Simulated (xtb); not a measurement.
xtb input:

```bash
xtb mol.xyz --gfn 2 --sp --chrg 1 --uhf 0
```
mol.xyz:
```
8

O      0.97013396    -1.28921011    -0.00044763
Si     0.17822724     0.07248800     0.02477548
O     -1.45765833    -0.57902015    -0.21301473
F     -0.00093698     0.82202282     1.37224976
F      0.37819171     1.06820009    -1.14860490
H      1.89554230    -1.45433381    -0.21310209
H     -1.60694276    -1.50242333    -0.48589931
H     -2.27887863    -0.12423894     0.04703979
```

Which total energy does the run end on?

-20.58160 Eh (GFN2-xTB).

It need not be the lowest isomer of its formula.
